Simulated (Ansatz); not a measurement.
Calculated with Ansatz (gas phase, PBE0-D4/def2-TZVP geometries, no zero-point term in ΔE). CCSD(T)/CBS is the MP2 limit (def2-TZVPP, def2-QZVPP) plus CCSD(T) − MP2 in def2-TZVPP, frozen cores. This one scheme is used for every species. Functionals use def2-TZVPP. For Ge outer-core shells are correlated without core-valence functions, which leaves a few kJ/mol of doubt a bond. Scalar relativity is left out up to krypton. Each species was taken in one conformer, which may not be the lowest.

Consider the ligand exchange at the Si–N bond: `BN[SiH2][SiH3]` + `[SH][GeH3]` → `[SiH3][SiH2][S][GeH3]` + `BN`.

Question: Is it downhill or uphill in electronic energy at CCSD(T)/CBS, and by how much? (Estimate.)

Answer: Computed: Downhill: ΔE = -32.4 kJ/mol.

Question: What do these levels give: ωB97M-V, PBE0, MP2/def2-TZVPP, SCS-MP2/def2-TZVPP, HF/def2-QZVPP, MP2/CBS(def2)? (Estimate.)

Answer: The calculation gave: ωB97M-V -30.8, PBE0 -34.6, MP2/def2-TZVPP -32.9, SCS-MP2/def2-TZVPP -27.1, HF/def2-QZVPP -14.5, MP2/CBS(def2) -37.2 kJ/mol.

Largest T1 diagnostic among the species: 0.013.

The D4 term adds −7.5 kJ/mol with B3LYP and −4.2 kJ/mol with PBE0; it sums over pairs of atoms, weighted by their polarisabilities, and B3LYP, whose exchange is more repulsive, gets the larger term. In def2-TZVPP, CCSD(T) changes the Hartree–Fock value by −12.3 kJ/mol (the triples alone add −3.1 kJ/mol) and MP2 by −17.2 kJ/mol.

B3LYP here is the variant with VWN-RPA as its local correlation; programs differ in this.
